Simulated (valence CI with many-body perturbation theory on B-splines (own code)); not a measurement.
Level structure of Sn11+

Computed by configuration interaction combined with many-body perturbation theory (CI+MBPT): three valence electrons over a frozen Dirac-Fock core [Kr], radial functions for each j: 9 s, 9 p, 10 d, 8 f, 5 g, 3 h, 1 i, with the one-electron correlation potential Σ1, the two-electron term Σ2, the three-electron term Σ3, Breit, model QED; selected CI, second order for the rest, scaled by the run's own slope (own B-spline code, finite nucleus).

No measured levels were compared; by estimate terms of the open shell hold to 2 to 4 % of their energy, and close levels can change places. Core correlation moves these levels by up to 3000 cm⁻¹, and in measured spectra 5 to 20 % of such shifts remained as error; rates that hang on mixing are uncertain with them. The list stops below the first excitations out of the core. Only levels of the ground parity were solved; by the run's estimate the other parity begins above the list, which can be wrong where configurations are misplaced.

Levels 1 to 19 of 19, with energies above the lowest level, 4d3 4F_3/2. "Leading %" is the weight of the configuration and term that name the level; weights of strongly mixed levels are sums over their largest components and can fall short. In the jj column 3d3/2^4 stands for four electrons in 3d with j = 3/2.

```
No.  Configuration  Term     J  E (cm⁻¹)  Leading %             Leading jj      g  Second component
  1            4d3    4F   3/2       0.0         91         4d3/2^3 (60 %)  0.436        8 % 4d3 2D
  2            4d3    4F   5/2      5734         97   4d3/2^2 4d5/2 (87 %)  1.032                  
  3            4d3    4F   7/2     11388         94   4d3/2 4d5/2^2 (59 %)  1.219        5 % 4d3 2G
  4            4d3    4F   9/2     16256         81   4d3/2 4d5/2^2 (45 %)  1.285       17 % 4d3 2G
  5            4d3    4P   3/2     22117         59   4d3/2^2 4d5/2 (71 %)  1.495       28 % 4d3 2P
  6            4d3    4P   1/2     24065         81   4d3/2^2 4d5/2 (91 %)  2.297       18 % 4d3 2P
  7            4d3    2G   7/2     29686         92   4d3/2 4d5/2^2 (57 %)  0.913        6 % 4d3 4F
  8            4d3    2H   9/2     30660         55   4d3/2^2 4d5/2 (60 %)  1.031       30 % 4d3 2G
  9            4d3    4P   5/2     32003         94   4d3/2 4d5/2^2 (64 %)  1.578        5 % 4d3 2D
 10            4d3    2D   3/2     37019         50   4d3/2 4d5/2^2 (88 %)  1.156       33 % 4d3 4P
 11            4d3    2P   1/2     39455         81   4d3/2 4d5/2^2 (90 %)  1.037       18 % 4d3 4P
 12            4d3    2H  11/2     41723        100  4d3/2 4d5/2^2 (100 %)  1.090                  
 13            4d3    2G   9/2     45157         53         4d5/2^3 (67 %)  1.035       42 % 4d3 2H
 14            4d3    2D   5/2     45845         93   4d3/2 4d5/2^2 (64 %)  1.207                  
 15            4d3    2P   3/2     52195         58         4d5/2^3 (86 %)  1.174       33 % 4d3 2D
 16            4d3    2F   7/2     57332         97   4d3/2 4d5/2^2 (83 %)  1.136                  
 17            4d3    2F   5/2     57634         92   4d3/2 4d5/2^2 (49 %)  0.882        7 % 4d3 2D
 18            4d3    2D   3/2     88210         99   4d3/2 4d5/2^2 (86 %)  0.801                  
 19            4d3    2D   5/2     88276         92         4d5/2^3 (55 %)  1.184        6 % 4d3 2F
```

Names give the largest LS component (configuration and term), which can be under half, so a name can repeat, a term be missing and a line seem to break the LS rules; names also repeat where a configuration has a term twice.

The ionisation energy to 4d2 3F_2 of the next ion comes out as 233.17 eV (NIST: 232 ± 2.5 eV (theoretical)). All 19 levels together are meant to be complete up to 423160 cm⁻¹.
